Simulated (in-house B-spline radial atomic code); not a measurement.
Checks on a self-consistent run for the rubidium ion Rb³⁺, [Ar] 3d9 4s2 4p4 8f1. Computed with a radial B-spline atomic code at the basis-set limit: Dirac-Hartree-Fock, average of configuration, Fermi nucleus of rms radius 4.2036 fm.

```json
{"orbital": "1s1/2", "q": "2", "ε (Eh)": "-564.75935", "<1/r>": "37.88", "<r²>": "0.00218615", "small-component weight": "0.018064"}
{"orbital": "2s1/2", "q": "2", "ε (Eh)": "-80.16073", "<1/r>": "8.53356", "<r²>": "0.0370009", "small-component weight": "0.003637"}
{"orbital": "2p1/2", "q": "2", "ε (Eh)": "-72.67054", "<1/r>": "8.46791", "<r²>": "0.0284479", "small-component weight": "0.0036047"}
{"orbital": "2p3/2", "q": "4", "ε (Eh)": "-70.41848", "<1/r>": "8.16069", "<r²>": "0.0298445", "small-component weight": "0.0035128"}
{"orbital": "3s1/2", "q": "2", "ε (Eh)": "-14.96882", "<1/r>": "2.86387", "<r²>": "0.28934", "small-component weight": "0.00092305"}
{"orbital": "3p1/2", "q": "2", "ε (Eh)": "-12.20211", "<1/r>": "2.74591", "<r²>": "0.295814", "small-component weight": "0.00086611"}
{"orbital": "3p3/2", "q": "4", "ε (Eh)": "-11.84069", "<1/r>": "2.67552", "<r²>": "0.306789", "small-component weight": "0.0008435"}
{"orbital": "3d3/2", "q": "3.6", "ε (Eh)": "-7.12141", "<1/r>": "2.45556", "<r²>": "0.309321", "small-component weight": "0.00072984"}
{"orbital": "3d5/2", "q": "5.4", "ε (Eh)": "-7.05946", "<1/r>": "2.43712", "<r²>": "0.313244", "small-component weight": "0.00072304"}
{"orbital": "4s1/2", "q": "2", "ε (Eh)": "-3.30441", "<1/r>": "0.995256", "<r²>": "2.01279", "small-component weight": "0.00018099"}
{"orbital": "4p1/2", "q": "1.3333", "ε (Eh)": "-2.55598", "<1/r>": "0.901095", "<r²>": "2.42341", "small-component weight": "0.00015495"}
{"orbital": "4p3/2", "q": "2.6667", "ε (Eh)": "-2.50811", "<1/r>": "0.88487", "<r²>": "2.49581", "small-component weight": "0.00015135"}
{"orbital": "8f5/2", "q": "0.42857", "ε (Eh)": "-0.12957", "<1/r>": "0.0686233", "<r²>": "525.825", "small-component weight": "4.1008e-06"}
{"orbital": "8f7/2", "q": "0.57143", "ε (Eh)": "-0.12958", "<1/r>": "0.0686221", "<r²>": "525.738", "small-component weight": "4.1009e-06"}
```

Electron-electron repulsion V_ee = 1072.5565 hartree.

What total energy follows from the eigenvalues?

The eigenvalues count the repulsion twice, so E = Σqε - V_ee = -1899.153 - 1072.556 = -2971.709 hartree; the run printed -2971.709.

Does the Dirac virial theorem hold?

For a point nucleus E = -2c²Σq·w, with w the small-component weight. Here Σq·w = 0.079122 and c = 137.0360, so the ratio E/(-2c²Σq·w) is 1.000018; the finite nucleus accounts for the departure from 1.

What diamagnetic shielding (Lamb formula) and susceptibility (Langevin formula) do the radii give?

σ = (α²/3)Σq<1/r> = 191.948/(3·137.036²) = 3407.2 ppm, and χ = -0.79199×10⁻⁶·Σq<r²> = -431.7×10⁻⁶ cm³/mol with Σq<r²> = 545.14 bohr². Both are non-relativistic formulas without the paramagnetism of open shells.
